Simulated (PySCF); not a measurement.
**Gas-phase XPS of (NaF)4 cube, computed**

Species: (NaF)4 cube, Na₄F₄.
Geometry (PBE0-D3(BJ)/def2-SVP, Å), atoms numbered from 1 in this order:
```xyz
8
Na4F4 angstrom
Na    -0.2031    1.1842   -1.3596
F     -1.0817   -0.7660   -1.3448
Na     0.7847   -1.5192   -0.6289
F      1.6843    0.4179   -0.7180
Na     1.0496    0.7360    1.2986
F     -0.8161    1.5730    0.6555
Na    -1.6287   -0.3992    0.6925
F      0.2110   -1.2267    1.4048
```

Level of theory: delta-SCF UKS SCAN, pcX-2 on the ionised atom, pcseg-1 elsewhere, spin-free X2C in PySCF. Binding energies are ΔSCF values: E(core-ionised, relaxed orbitals) − E(ground state) at a fixed geometry, referred to the vacuum level.

Problem. What binding energy does each computed site have?

Solution. 
| atom(s) | environment | level | binding energy (eV) | count |
| --- | --- | --- | --- | --- |
| Na1/Na3/Na5/Na7 | sodium bonded to 3 F | Na 1s | 1077.13 | 4 |
| F2/F4/F6/F8 | fluorine bonded to 3 Na | F 1s | 688.61 | 4 |

Problem. Which effective nuclear charge Zeff reproduces each element's mean 1s value in the hydrogen-like formula E = 13.606 eV × Zeff²?

Solution. F (Z = 9): mean 688.6 eV, Zeff = 7.11, Z − Zeff = 1.89; Na (Z = 11): mean 1077.1 eV, Zeff = 8.90, Z − Zeff = 2.10. Means run over the listed sites, weighted by atom count.

Problem. Which photon wavelength matches the Na 1s of Na1/Na3/Na5/Na7 threshold?

Solution. λ = hc/E = 12398.42 eV Å / 1077.13 eV = 11.511 Å.

The first atom of each set that the bonding makes equivalent was ionised and stands for the set. One conformer (not necessarily the lowest) at the PBE0-D3(BJ)/def2-SVP geometry, without solvent, vibrations or thermal averaging.

Hardware: one thread, x86-64 server, shared host. Cost: 5.5 s.
